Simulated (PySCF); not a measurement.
Job file and geometry (Å, from GFN2-xTB) of a spin–spin coupling run on `CC[C@H]([GeH3])C=O`, C4H10GeO, PySCF, B3LYP/pcJ-1 Ge:pcSseg-1 indirect spin-spin coupling, non-relativistic, gas phase; density fitting, a coarse starting grid and PySCF grid level 2 are the driver's defaults:

```
$ OMP_NUM_THREADS=1 python probes_run.py task.json out

{"job": {"kind": "j", "xc": "B3LYP", "basis": "pcJ-1"}, "charge": 0, "multiplicity": 1}
C     -0.987452     1.708062    -0.247503
C     -1.013737     0.223004    -0.579323
C     -0.151082    -0.589671     0.377126
Ge     1.786749    -0.058754     0.422222
C     -0.126587    -2.040202     0.072238
O      0.411736    -2.865601     0.763992
H     -1.644700     2.261348    -0.914522
H      0.024408     2.100656    -0.356352
H     -1.315568     1.874791     0.776859
H     -0.654978     0.074716    -1.601950
H     -2.044401    -0.141729    -0.533397
H     -0.501144    -0.469431     1.406939
H      2.594181    -1.139681     1.048910
H      2.269715     0.194966    -0.974217
H      1.964701     1.208501     1.204420
H     -0.619440    -2.332032    -0.876854
```

Task: What does the program print?

Result: 
```
coarse grid: 58040 points
cycle   1  E = -2310.3092074981  dE = -8.600e-02  |g| = 1.238e+00  |ddm| = 3.266e+00
cycle   2  E = -2309.7424635985  dE =  5.667e-01  |g| = 2.074e+00  |ddm| = 2.944e+00
cycle   3  E = -2310.4563498555  dE = -7.139e-01  |g| = 4.986e-01  |ddm| = 2.562e+00
cycle   4  E = -2310.4986503174  dE = -4.230e-02  |g| = 1.048e-01  |ddm| = 3.966e-01
cycle   5  E = -2310.5002090878  dE = -1.559e-03  |g| = 2.617e-02  |ddm| = 9.380e-02
cycle   6  E = -2310.5003606988  dE = -1.516e-04  |g| = 9.337e-03  |ddm| = 2.832e-02
cycle   7  E = -2310.5003787750  dE = -1.808e-05  |g| = 1.598e-03  |ddm| = 8.564e-03
cycle   8  E = -2310.5003792646  dE = -4.896e-07  |g| = 4.508e-04  |ddm| = 2.108e-03
final grid: 122800 points
cycle   9  E = -2310.5003174994  dE =  2.321e-08  |g| = 7.860e-04  |ddm| = 1.821e-03
cycle  10  E = -2310.5003170950  dE =  4.044e-07  |g| = 1.684e-03  |ddm| = 1.739e-03
cycle  11  E = -2310.5003176180  dE = -5.230e-07  |g| = 1.432e-04  |ddm| = 1.225e-03
cycle  12  E = -2310.5003176223  dE = -4.248e-09  |g| = 1.511e-05  |ddm| = 1.457e-04
cycle  13  E = -2310.5003176223  dE = -3.865e-11  |g| = 2.846e-06  |ddm| = 1.487e-05
converged SCF energy = -2310.5003176223

Indirect spin-spin couplings (Hz)
  i      j    bonds     total        FC       PSO       DSO        SD
  0 C    1 C    1     34.662    34.674    -0.220     0.208         -
  0 C    2 C    2      0.199     0.355    -0.227     0.071         -
  0 C    4 C    3      7.728     7.699     0.065    -0.037         -
  0 C    6 H    1    132.788   130.948     1.181     0.659         -
  0 C    7 H    1    131.821   129.863     1.159     0.799         -
  0 C    8 H    1    133.445   131.567     1.154     0.724         -
  0 C    9 H    2     -3.990    -4.084     0.188    -0.093         -
  0 C   10 H    2     -3.514    -3.572     0.193    -0.135         -
  0 C   11 H    3      2.327     2.226    -0.044     0.144         -
  0 C   12 H    4      1.830     2.283     0.207    -0.660         -
  0 C   14 H    4      0.943     0.829    -0.102     0.217         -
  1 C    2 C    1     36.336    36.601    -0.582     0.316         -
  1 C    4 C    2      1.711     1.786    -0.153     0.079         -
  1 C    5 O    3     -0.636    -0.862     0.184     0.043         -
  1 C    6 H    2     -2.832    -2.902     0.189    -0.119         -
  1 C    7 H    2     -3.925    -4.077     0.167    -0.015         -
  1 C    8 H    2     -4.171    -4.299     0.203    -0.076         -
  1 C    9 H    1    132.705   130.824     0.849     1.032         -
  1 C   10 H    1    134.250   132.428     0.853     0.969         -
  1 C   11 H    2     -2.013    -2.204     0.104     0.087         -
  1 C   12 H    3      4.098     4.567     0.230    -0.699         -
  1 C   13 H    3      1.771     1.757    -0.049     0.063         -
  1 C   14 H    3     -0.471    -0.321     0.062    -0.212         -
  1 C   15 H    3      3.328     3.191    -0.154     0.291         -
  2 C    4 C    1     40.831    43.264    -2.798     0.365         -
  2 C    5 O    2      0.531    -2.145     2.669     0.007         -
  2 C    6 H    3     12.220    12.152     0.343    -0.275         -
  2 C    7 H    3      2.507     2.368    -0.096     0.236         -
  2 C    8 H    3      3.462     3.295    -0.101     0.269         -
  2 C    9 H    2     -3.854    -4.098     0.036     0.208         -
  2 C   10 H    2     -2.792    -3.009     0.072     0.144         -
  2 C   11 H    1    138.406   135.965     0.918     1.523         -
  2 C   12 H    2      4.949     5.403     0.053    -0.507         -
  2 C   13 H    2      6.026     6.477     0.018    -0.469         -
  2 C   14 H    2      4.249     4.739    -0.006    -0.484         -
  2 C   15 H    2     29.149    29.349    -0.265     0.065         -
  4 C    5 O    1     32.796    12.192    20.680    -0.075         -
  4 C    6 H    4      1.491     1.477     0.222    -0.208         -
  4 C    7 H    4     -0.507    -0.481     0.154    -0.180         -
  4 C    8 H    4     -0.376    -0.410     0.166    -0.132         -
  4 C    9 H    3      3.176     3.270    -0.373     0.279         -
  4 C   10 H    3      3.523     3.566    -0.287     0.244         -
  4 C   11 H    2     -6.797    -6.725    -0.293     0.222         -
  4 C   12 H    3      0.969     0.981    -0.110     0.098         -
  4 C   13 H    3     -0.371    -0.242     0.021    -0.150         -
  4 C   14 H    3      3.634     4.171     0.223    -0.760         -
  4 C   15 H    1    171.659   171.652    -1.220     1.228         -
  5 O    6 H    5     -0.212    -0.271    -0.101     0.160         -
  5 O    9 H    4      0.567     0.160     0.250     0.157         -
  5 O   10 H    4      0.454     0.138     0.178     0.139         -
  5 O   11 H    3     -1.979    -2.409     0.428     0.002         -
  5 O   12 H    4     -1.610    -1.366     0.015    -0.260         -
  5 O   14 H    4     -1.202    -1.418    -0.125     0.341         -
  5 O   15 H    2     -4.345    -7.751     3.062     0.344         -
  6 H    7 H    2    -13.418   -13.817     2.717    -2.317         -
  6 H    8 H    2    -13.303   -13.565     2.792    -2.530         -
  6 H    9 H    3      3.706     3.611     0.378    -0.283         -
  6 H   10 H    3      4.164     4.142     0.282    -0.260         -
  6 H   11 H    4     -0.152    -0.288     1.331    -1.195         -
  6 H   12 H    5     -1.032     0.107     1.045    -2.184         -
  6 H   14 H    5      0.576     0.403     0.745    -0.573         -
  7 H    8 H    2    -12.500   -13.002     2.617    -2.114         -
  7 H    9 H    3      5.089     4.793     0.173     0.123         -
  7 H   10 H    3     15.725    15.579     2.693    -2.547         -
  7 H   12 H    5     -2.503     0.033     0.704    -3.240         -
  7 H   13 H    5      0.465     0.000    -1.023     1.487         -
  7 H   14 H    5      1.690     0.533    -1.538     2.695         -
  8 H    9 H    3     15.882    15.756     2.717    -2.591         -
  8 H   10 H    3      4.026     3.955     0.431    -0.360         -
  8 H   11 H    4      0.282    -0.187    -1.461     1.929         -
  8 H   12 H    5     -1.441    -0.094     0.686    -2.033         -
  8 H   13 H    5     -0.413     0.119     0.719    -1.251         -
  8 H   14 H    5      0.567    -0.051    -0.477     1.095         -
  9 H   10 H    2    -12.448   -12.887     2.205    -1.766         -
  9 H   11 H    3     14.626    14.350     2.596    -2.320         -
  9 H   12 H    4     -1.569     0.049     0.789    -2.407         -
  9 H   13 H    4      0.810     0.034    -1.021     1.796         -
  9 H   14 H    4     -0.869     0.075     0.627    -1.570         -
  9 H   15 H    4      0.161    -0.177    -1.403     1.741         -
 10 H   11 H    3      4.885     4.550     0.146     0.190         -
 10 H   12 H    4      1.122     2.053     1.169    -2.099         -
 10 H   13 H    4     -0.531    -0.329     1.078    -1.280         -
 10 H   14 H    4      0.178     0.623     1.094    -1.539         -
 11 H   12 H    3     -0.922    -0.066     0.290    -1.146         -
 11 H   13 H    3      3.953     6.341     1.526    -3.914         -
 11 H   14 H    3      2.516     2.773    -0.266     0.009         -
 11 H   15 H    3      3.078     2.859     2.077    -1.858         -
 12 H   13 H    2      8.156    11.835     1.131    -4.810         -
 12 H   14 H    2      9.541    13.124     1.123    -4.707         -
 12 H   15 H    4     -0.629    -0.401     0.992    -1.219         -
 13 H   14 H    2      5.401     8.702     1.043    -4.344         -
 13 H   15 H    4     -0.238    -0.193     0.191    -0.237         -
 14 H   15 H    4     -0.959     0.479     1.235    -2.673         -
```

Size and cost of the density-fitted run: 276 basis functions, 2.4 min wall time on 1 thread of an Arm Neoverse N1, shared host; peak memory 1.2 GiB.
